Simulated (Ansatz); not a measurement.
Stepwise reaction of `[NH]=[V]([Cl])([Cl])[Cl]` with hydrogen fluoride, as a gas-phase model of exchange steps in deposition or etching. ΔE in kJ/mol.

Computed with Ansatz on PBE0-D4/def2-TZVP structures; ΔE is electronic, products minus reactants. CBS: MP2 limit from def2 TZ/QZ plus the TZ coupled-cluster correction, frozen cores. This one scheme is used for every species. Functionals use def2-TZVPP. B3LYP here is the variant with VWN-RPA as its local correlation; programs differ in this. For V outer-core shells are correlated without core-valence functions, which leaves a few kJ/mol of doubt a bond. Scalar relativity is left out up to krypton. Each species was taken in one conformer, which may not be the lowest.

| step | reaction | PBE-D4 | B3LYP-D4 | ωB97M-V | CCSD(T)/CBS |
| --- | --- | --- | --- | --- | --- |
| 2 | `[NH]=[V]([F])([Cl])[Cl]` + H–F → `[NH]=[V]([F])([F])[Cl]` + HCl | -6.0 | -5.5 | -8.1 | 6.2 |
| 3 | `[NH]=[V]([F])([F])[Cl]` + H–F → `[NH]=[V]([F])([F])[F]` + HCl | -7.1 | -6.6 | -8.9 | 3.3 |

Q: Give the row of step 1, `[NH]=[V]([Cl])([Cl])[Cl]` + H–F → `[NH]=[V]([F])([Cl])[Cl]` + HCl. (Best estimate.)

A: The calculation gave: 
```csv
step,reaction,PBE-D4,B3LYP-D4,ωB97M-V,CCSD(T)/CBS
1,`[NH]=[V]([Cl])([Cl])[Cl]` + H–F → `[NH]=[V]([F])([Cl])[Cl]` + HCl,-4.7,-4.3,-7.1,9.2
```

Q: By hand: ΔE of the 3 steps together at CCSD(T)/CBS.

A: (9.2) + (6.2) + (3.3) = 18.7 kJ/mol, or 6.2 kJ/mol a step.

In ΔE each step is lower than the one before. PBE-D4 differs from CCSD(T)/CBS by -13.9 to -10.4 kJ/mol a step. Isolated molecules leave out the surface, adducts and barriers. Largest T1 diagnostic: 0.031.
